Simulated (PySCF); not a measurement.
F₆Mo (SMILES [F][Mo]([F])([F])([F])([F])[F]), singlet, geometry from GFN2-xTB (such geometries of metal compounds can be far from the true shape) (core potentials on Mo). Base run: PySCF with PBE0/def2-SV(P).

PySCF was given this input:
```python
from pyscf import gto, scf, dft

mol = gto.Mole()
mol.atom = '''
    Mo    0.000000   -0.000000   -0.000000
    F     1.038304   -0.438275   -1.321262
    F    -1.038304    0.438275    1.321262
    F    -1.103890    0.744977   -1.114599
    F    -0.848084   -1.506260   -0.166820
    F     0.848084    1.506260    0.166820
    F     1.103890   -0.744977    1.114599
'''
mol.basis = 'def2-sv(p)'
mol.ecp = {'Mo': 'def2-sv(p)'}
mol.charge = 0
mol.spin = 0
mol.verbose = 4
mol.build()

mf = dft.RKS(mol)
mf.xc = 'pbe0'
mf.kernel()
mo_i, mo_e, stable_i, stable_e = mf.stability(internal=True, external=True, return_status=True, nroots=6, tol=1e-6)
print('internally stable:', stable_i, ' externally stable:', stable_e)
if not stable_e:
    umf = mf.to_uhf() if not hasattr(mf, 'xc') else mf.to_uks()
    umf.scf_summary = {}
    umf.kernel(umf.make_rdm1(mo_e, umf.mo_occ))
```

The bond that is stretched is that between atoms 7 and 1. A test that says stable can miss a lower solution.

Each row names what was changed in the base input (with any setting that the change needs).

| change | ΔE vs base (eV) | <S^2> | HOMO-LUMO gap (eV) | stability test says | outcome |
|---|---|---|---|---|---|
| base | 0.00 | 0.000 | 7.86 | stable | converged |
| bond × 1.25 | 0.54 | 0.000 | 4.75 | stable | converged |
| bond × 1.5 | 2.49 | 0.000 | 2.56 | stable | converged |
| bond × 1.8 | 4.33 | 0.000 | 1.43 | internal instability | converged |
| bond × 2.2 | - | - | - | - | not converged |
| bond × 3.0 | - | - | - | - | cut at the time limit |

Where a bond breaks into two radicals, a solution with restricted orbitals usually stops being the lowest and lies too high; an unrestricted one lies lower at the price of spin contamination, which <S^2> shows.
